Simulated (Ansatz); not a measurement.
Two structures of AlNH₆O₂, closed shell, reached by relaxing down either side of one saddle point (PBE0-D4/def2-TZVP). Energies are electronic, without zero-point energy. Program: Ansatz 0.2.0. Basis: def2-TZVPP and def2-QZVPP. Cores are frozen in the correlated methods. Extrapolation: Hartree–Fock as exp(−7.88 √X), correlation as X^−2.97. First:

```
10
angstrom
Al -0.3663 -0.1878 -0.2704
N -0.3523 1.5424 -0.5847
O 0.5406 -1.1801 -1.3040
O -1.3677 -0.7494 0.9776
H 1.5687 0.4496 1.2287
H 1.6483 -0.2714 1.4216
H -0.9097 2.2148 -0.0864
H 0.1423 1.9779 -1.3442
H 0.5813 -2.1316 -1.2571
H -1.4852 -1.6644 1.2189
```

Second:

```
10
angstrom
Al 0.1923 -0.6053 0.2749
N 0.1054 1.3596 -0.1686
O 0.4747 -1.0701 -1.3657
O -1.4178 -0.6413 0.9022
H 0.7899 1.9482 0.2911
H 1.3811 -0.8522 1.3134
H -0.8252 1.6779 0.0846
H 0.2244 1.4404 -1.1740
H 0.8256 -1.9196 -1.6203
H -1.7503 -1.3377 1.4625
```

Question: Which bonds change from the first to the second?

Answer: AlNH₄O₂ ([NH2][Al]([OH])[OH]) + H₂ → AlH₃O₂ ([OH][AlH][OH]) + NH₃ (still joined by a long Al–N bond); bonds formed: Al1–H6, N2–H5; bonds broken: H5–H6; bonds weakened to dative contacts: Al1–N2.

Question: Give the saddle point's structure and its height above each. (To be estimated.)

Answer: By the calculation: 0.949 eV above the first and 1.470 eV above the second (CCSD(T) at an estimated basis limit (MP2 extrapolated from triple and quadruple zeta, plus CCSD(T) − MP2 in triple zeta)).
```
10
angstrom
Al -0.0823 -0.3974 0.0064
N 0.0079 1.4508 -0.2672
O 0.5404 -1.2623 -1.3146
O -1.3905 -0.8256 0.9997
H 0.9467 0.9409 0.6125
H 1.2993 0.0948 1.0664
H -0.6760 2.0770 0.1358
H 0.3762 1.8390 -1.1251
H 0.6035 -2.2104 -1.3908
H -1.6252 -1.7068 1.2770
```

T1 diagnostic: at most 0.013. The end structure is not quite a true minimum (one mode of 58i cm⁻¹).

Labels in which every atom is bracketed show which atoms are joined, not bond orders.

For scale, one of the runs: CCSD(T)/def2-TZVPP, 219 basis functions, launched by `ansatz run in.yaml --threads 4 --pin off --events-out ev --progress --plain --max-ram 9574MiB`. The run took 76 s on 4 CPU threads of an Intel Xeon (shared host), with 3.4 GiB of host memory at its peak.
